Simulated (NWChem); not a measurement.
All runs are NWChem calculations. System: tetrasilane (H₁₀Si₄), charge 0, spin multiplicity 1, at a geometry optimised with PBE/def2-SVP. Level: LDA (SVWN5)/def2-SVP.

Input file:

```
start mol
memory heap 200 mb stack 900 mb global 1100 mb
geometry units angstroms nocenter noautoz noautosym
  Si     2.075259    -1.010417     0.912435
  Si     1.072897     1.041410     0.329604
  Si    -0.728631     0.695715    -1.153284
  Si    -2.398721    -0.621712    -0.138554
  H      3.235860    -0.797802     1.847580
  H      1.067143    -1.900567     1.589728
  H      2.573193    -1.708074    -0.325374
  H      2.102590     1.943292    -0.303845
  H      0.562640     1.720692     1.575873
  H     -0.222761    -0.003554    -2.390250
  H     -1.317016     2.019120    -1.574374
  H     -2.891773     0.050839     1.115016
  H     -3.564977    -0.825348    -1.068657
  H     -1.836142    -1.968531     0.231496
end
basis spherical
  * library def2-svp
end
dft
  xc slater vwn_5
  semidirect memsize 60000000 filesize 0
  iterations 100
end
task dft energy
```

Part of the output:

```
             Northwest Computational Chemistry Package (NWChem) 7.3.0
             --------------------------------------------------------

                                NWChem Input Module
                                -------------------

 Scaling coordinates for geometry "geometry" by  1.889725989
 (inverse scale =  0.529177249)

                             Geometry "geometry" -> ""
                             -------------------------

 Output coordinates in angstroms (scale by  1.889725989 to convert to a.u.)

  No.       Tag          Charge          X              Y              Z
 ---- ---------------- ---------- -------------- -------------- --------------
    1 Si                  14.0000     2.07525900    -1.01041700     0.91243500
    2 Si                  14.0000     1.07289700     1.04141000     0.32960400
    3 Si                  14.0000    -0.72863100     0.69571500    -1.15328400
    4 Si                  14.0000    -2.39872100    -0.62171200    -0.13855400
    5 H                    1.0000     3.23586000    -0.79780200     1.84758000
    6 H                    1.0000     1.06714300    -1.90056700     1.58972800
    7 H                    1.0000     2.57319300    -1.70807400    -0.32537400
    8 H                    1.0000     2.10259000     1.94329200    -0.30384500
    9 H                    1.0000     0.56264000     1.72069200     1.57587300
   10 H                    1.0000    -0.22276100    -0.00355400    -2.39025000
   11 H                    1.0000    -1.31701600     2.01912000    -1.57437400
   12 H                    1.0000    -2.89177300     0.05083900     1.11501600
   13 H                    1.0000    -3.56497700    -0.82534800    -1.06865700
   14 H                    1.0000    -1.83614200    -1.96853100     0.23149600

 Effective nuclear repulsion energy (a.u.)     321.0396477911

            Nuclear Dipole moment (a.u.)
            ----------------------------
        X                 Y               Z
 ---------------- ---------------- ----------------
     0.0000245664     0.0000207870     0.0000132281


 Summary of "ao basis" -> "" (spherical)
[...]
 Vector   33  Occ=2.000000D+00  E=-2.562123D-01
              MO Center=  7.9D-02,  4.0D-01, -1.9D-01, r^2= 5.8D+00
   Bfn.  Coefficient  Atom+Function         Bfn.  Coefficient  Atom+Function
  ----- ------------  ---------------      ----- ------------  ---------------
    44      0.250722   3 Si px               47      0.232349   3 Si px
    26     -0.223101   2 Si px               29     -0.208639   2 Si px
    28     -0.155235   2 Si pz               31     -0.140295   2 Si pz
    41     -0.136502   3 Si px               62     -0.134647   4 Si px
     9     -0.128124   1 Si py               65     -0.123000   4 Si px

 Vector   34  Occ=0.000000D+00  E=-4.016420D-02
              MO Center=  7.9D-02,  3.3D-01, -1.5D-01, r^2= 7.1D+00
   Bfn.  Coefficient  Atom+Function         Bfn.  Coefficient  Atom+Function
  ----- ------------  ---------------      ----- ------------  ---------------
   104     -0.596036  11 H  s                89     -0.577412   8 H  s
    48      0.548380   3 Si py               74     -0.456807   5 H  s
   114     -0.442499  13 H  s                31     -0.349979   2 Si pz
    67     -0.345365   4 Si pz               30      0.316004   2 Si py
    11      0.310588   1 Si px               12      0.302466   1 Si py

 Vector   35  Occ=0.000000D+00  E=-3.967735D-02
              MO Center=  3.9D-02,  2.8D-01, -1.4D-01, r^2= 7.0D+00
   Bfn.  Coefficient  Atom+Function         Bfn.  Coefficient  Atom+Function
  ----- ------------  ---------------      ----- ------------  ---------------
    31      0.602363   2 Si pz               49      0.470684   3 Si pz
    67      0.444232   4 Si pz               48      0.365218   3 Si py
    89      0.365549   8 H  s                94     -0.365945   9 H  s
    22     -0.360939   2 Si s                99      0.359903  10 H  s
    40      0.355095   3 Si s                12      0.349023   1 Si py

 Vector   36  Occ=0.000000D+00  E=-1.967952D-02
              MO Center=  1.1D-01,  4.5D-01, -2.0D-01, r^2= 6.2D+00
   Bfn.  Coefficient  Atom+Function         Bfn.  Coefficient  Atom+Function
  ----- ------------  ---------------      ----- ------------  ---------------
    29      0.845874   2 Si px               47      0.767265   3 Si px
    22     -0.738064   2 Si s                40      0.733026   3 Si s
    94      0.495105   9 H  s                99     -0.484511  10 H  s
    79      0.334230   6 H  s               119     -0.317194  14 H  s
    49      0.283481   3 Si pz               21     -0.258657   2 Si s

 center of mass
 --------------
 x =   0.00446941 y =   0.02255586 z =  -0.01069793

 moments of inertia (a.u.)
 ------------------
         676.493075190833           0.246349916760        -377.129832570347
           0.246349916760        1648.332238911240         145.557605044700
        -377.129832570347         145.557605044700        1728.605131421695

     Multipole analysis of the density
     ---------------------------------

     L   x y z        total         alpha         beta         nuclear
     -   - - -        -----         -----         ----         -------
     0   0 0 0     -0.000000    -33.000000    -33.000000     66.000000

     1   1 0 0      0.004338      0.002157      0.002157      0.000025
     1   0 1 0      0.022072      0.011026      0.011026      0.000021
     1   0 0 1     -0.010471     -0.005242     -0.005242      0.000013

     2   2 0 0    -45.434442   -404.091474   -404.091474    762.748506
     2   1 1 0     -0.066702      0.201746      0.201746     -0.470195
     2   1 0 1     -0.000022   -103.077931   -103.077931    206.155841
     2   0 2 0    -45.674140   -137.474297   -137.474297    229.274455
     2   0 1 1      0.172311     40.500782     40.500782    -80.829253
     2   0 0 2    -45.405484   -114.335015   -114.335015    183.264545

 Task  times  cpu:        9.3s     wall:        9.3s

 Total times  cpu:        9.3s     wall:        9.3s
```
